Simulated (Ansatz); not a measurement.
Cost and result up the ladder for Au₄Cl₃ (the lowest doublet isomer of a short search) (7 atoms). The state is a doublet with charge 0. Geometry: r2SCAN-D4/def2-SVP.

Cartesian coordinates in Å:
```
Au 1.6413 0.7671 -1.1953
Au 0.5855 -0.3359 1.5911
Au -2.7001 -0.8394 0.5250
Au -1.1411 0.1056 -1.2854
Cl 2.7220 0.4009 0.8600
Cl -1.3815 -1.1124 2.5980
Cl 0.2739 1.0141 -3.0935
```

Ansatz on 4 threads of Arm Neoverse V1 on a shared host. Times are rough, and most runs start from the orbitals of an earlier one. r2SCAN0-D4/def2-TZVP serves as the yardstick here, not as an exact answer. Differences are given only for rows in sets of like size (and for xTB, whose basis is part of the method), since another set adds its own error. Binding counts from free atoms at the same level (Au doublet, Cl doublet; other spins of the atoms weren't run), without zero-point energy or a counterpoise term.

In the def2 sets Au takes a core potential; there is no spin–orbit coupling. B3LYP takes the VWN-RPA correlation. Correlated methods freeze 15 core orbitals; core or outer-core shells of Au are correlated, in sets that lack core-valence functions. No other spin state of charge 0 was run. The structure comes from a short search, and lower isomers may exist.

Correlated methods converge slowly with the basis.

| level | functions | wall time |
| --- | --- | --- |
| PBE-D4/def2-SVP | 182 | 7.5 s |
| PBE-D4/def2-TZVP (with forces) | 271 | 14 s |
| PBE0-D4/def2-SVP | 182 | 14 s |
| BLYP-D4/def2-TZVP | 271 | 16 s |
| B3LYP-D4/def2-TZVP | 271 | 25 s |
| PBE0-D4/def2-TZVP | 271 | 28 s |
| MP2/def2-TZVP | 271 | 30 s |
| r2SCAN-D4/def2-TZVP | 271 | 35 s |
| RPA@PBE/def2-TZVP | 271 | 38 s |
| r2SCAN0-D4/def2-TZVP | 271 | 41 s |

Problem. Estimate what each level gives for the binding energy per atom (eV).

Solution. 
```csv
level,binding energy per atom (eV),difference from r2SCAN0-D4/def2-TZVP (eV)
PBE-D4/def2-SVP,2.15,–
PBE-D4/def2-TZVP (with forces),2.18,0.11
PBE0-D4/def2-SVP,2.03,–
BLYP-D4/def2-TZVP,2.01,-0.06
B3LYP-D4/def2-TZVP,1.97,-0.11
PBE0-D4/def2-TZVP,2.07,0.00
MP2/def2-TZVP,2.15,0.07
r2SCAN-D4/def2-TZVP,2.21,0.13
RPA@PBE/def2-TZVP,1.80,-0.27
r2SCAN0-D4/def2-TZVP,2.07,0.00
```
